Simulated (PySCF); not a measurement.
**Two-component Hartree-Fock for Rh⁴⁺ (rhodium, charge +4)**

Start: [Kr] 4d5; 4d3/2 filled at m_j = -3/2, -1/2, +1/2, +3/2; 4d5/2 filled at m_j = +5/2. Calculated with PySCF 2.14 in x2c-QZVPPall-2c: generalised Hartree-Fock with the X2C-1e Hamiltonian and a Gaussian nucleus; one run each with spin-orbit coupling (SO) switched off, then screened by Boettger's factors.

```tsv
spinor shell	electrons	ε, spin-free (eV)	ε, screened SO (eV)	weight of nominal j (screened SO)	rms radius, screened SO (bohr)
1s1/2	2	-23397.1	-23395.8	1.000	0.0374
2s1/2	2	-3521.0	-3520.6	1.000	0.154
2p1/2	2	-3154.3	-3254.4	1.000	0.134
2p3/2	4	-3154.3	-3107.9	1.000	0.138
3s1/2	2	-709.22	-709.10	1.000	0.415
3p1/2	2	-585.49	-603.35	1.000	0.411
3p3/2	4	-585.49	-577.15	1.000	0.422
3d3/2	4	-388.02	-391.30	0.955	0.401
3d5/2	6	-388.02	-385.70	0.970	0.404
4s1/2	2	-153.53	-153.50	1.000	1.03
4p1/2	2	-114.91	-122.25	0.674	1.12
4p3/2	4	-114.91	-111.33	0.837	1.13
4d3/2	4	-64.556	-64.608	0.545	1.39
4d5/2	1	-64.556	-64.295	1.000	1.40
```

| quantity | spin-free | screened SO |
| --- | --- | --- |
| E (hartree) | -4777.40579 | -4778.15296 |
| M_J | 5/2 | 5/2 |
| ⟨J²⟩ | 8.750 | 8.751 |
| ⟨L²⟩ | 0.000 | 0.032 |
| ⟨S²⟩ | 8.750 | 8.710 |

Each row is a mean over spinors that exchange with the open shell spreads, by up to 12.275 eV (4p3/2).

Rows whose weight is well below 1 are mixtures of j = l ± 1/2: exchange outweighs spin-orbit coupling there, and the label is only the starting occupation.

Breit and QED terms are absent; they matter most for the inner s and p1/2 levels.

Densities and radii are taken from the X2C orbitals without a picture-change correction, which distorts them close to the nucleus.

Without spin-orbit coupling the j labels of p, d and f shells carry no meaning; the spin-free column gives the mean over the occupied spinors of each nl shell.
